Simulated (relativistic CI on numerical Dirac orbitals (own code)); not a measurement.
# Radial parameters of In¹²⁺

Computed by Dirac-Coulomb-Breit CI, KLI orbitals optimised for each configuration, QED by a radiative potential, unscaled Slater integrals (own radial code, finite nucleus).

Slater integrals F^k, G^k are unscaled and averaged over j, outside the closed core [Ar] 3d10; ζ comes from projecting the Hamiltonian with its Breit term on Σ l·s of the shell.

- 4s2 4p6 4d: ζ(4d) = 4438.1 cm⁻¹; <r>(4d) = 0.9064, <r^2>(4d) = 0.9381 (bohr units).
- 4s2 4p5 4d2: ζ(4p) = 43646, F^2(4d,4d) = 112700, F^4(4d,4d) = 76165, F^2(4p,4d) = 117520, G^1(4p,4d) = 149070, G^3(4p,4d) = 93930, ζ(4d) = 4438.9 cm⁻¹; <r>(4p) = 0.8337, <r^2>(4p) = 0.7848, <r>(4d) = 0.9051, <r^2>(4d) = 0.9355 (bohr units).
- 4s2 4p6 4f: ζ(4f) = 165.62 cm⁻¹; <r>(4f) = 1.015, <r^2>(4f) = 1.188 (bohr units).

Q: Give the Racah parameters of the d shell in 4s2 4p5 4d2.

A: B = F²/49 − 5F⁴/441 = 1436 cm⁻¹ and C = 35F⁴/441 = 6045 cm⁻¹.

Averages of the first 10 configurations, taken without configuration mixing, which lowers the lowest level and can move excited configurations by several eV; other configurations of the list can lie among them:

| Configuration | Parity | States | Average energy above the lowest level (eV) |
| --- | --- | --- | --- |
| 4s2 4p6 4d | even | 10 | 2.3 |
| 4s2 4p5 4d2 | odd | 270 | 72.8 |
| 4s2 4p6 4f | odd | 14 | 79.2 |
| 4s2 4p6 5s | even | 2 | 73.1 |
| 4s 4p6 4d2 | even | 90 | 125.2 |
| 4s2 4p5 4d 4f | even | 840 | 148.6 |
| 4s2 4p6 5p | odd | 6 | 90.7 |
| 4s 4p6 4d 4f | odd | 280 | 201.3 |
| 4s2 4p6 5d | even | 10 | 117.8 |
| 4s2 4p5 4d 5s | odd | 120 | 143.3 |
